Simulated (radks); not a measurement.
Charge is removed step by step from the 3d down level of Co+, starting from [Ar] 3d(up 5, down 3). Method: scalar-relativistic Kohn-Sham, SCAN, spin-polarised, spherical densities, finite nucleus; meta-GGA in the generalised Kohn-Sham scheme; Fermi nuclear charge, rms radius 3.7875 fm; computed with a radial shooting solver on a logarithmic mesh with Libxc functionals.

\begin{tabular}{lrrr}
removed (e) & E - E(0) (eV) & eigenvalue (eV) & E minus straight line (eV) \\ \hline
0 & 0.000 & -10.851 & 0.000 \\
0.25 & 3.099 & -13.980 & -1.271 \\
0.5 & 7.009 & -17.336 & -1.730 \\
0.75 & 11.786 & -20.901 & -1.323 \\
1 & 17.479 & -24.661 & 0.000 \\
\end{tabular}

Removing the whole electron costs 17.479 eV by Delta-SCF, against 10.851 eV from minus the eigenvalue at the starting occupation. Slater's transition state (half an electron removed) gives 17.336 eV. Integrating minus the eigenvalue over the occupation (Janak's theorem) gives 17.476 eV. In this scalar-relativistic scheme the density is built from large components alone, so the theorem holds only approximately. The mean slope of the eigenvalue, de/dn, is 13.8 eV per electron. Ionisation energy of Co+ in the NIST Atomic Spectra Database: 17.084 eV (measured).
